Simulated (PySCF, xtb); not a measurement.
SiBrF3, SMILES F[Si](F)(F)Br.

GFN2-xTB (xtb) at its own geometry gives an orbital gap of 7.87 eV and a dipole moment of 2.26 D.

Coordinates come from a r2SCAN-D4/def2-SVP optimisation.

### Question
What does PySCF with PBE/def2-TZVP give? (An estimate is asked for; the answer gives what the named calculation found.)

### Answer
gap 6.93 eV (levels -8.29 and -1.36 eV), dipole 0.95 D.
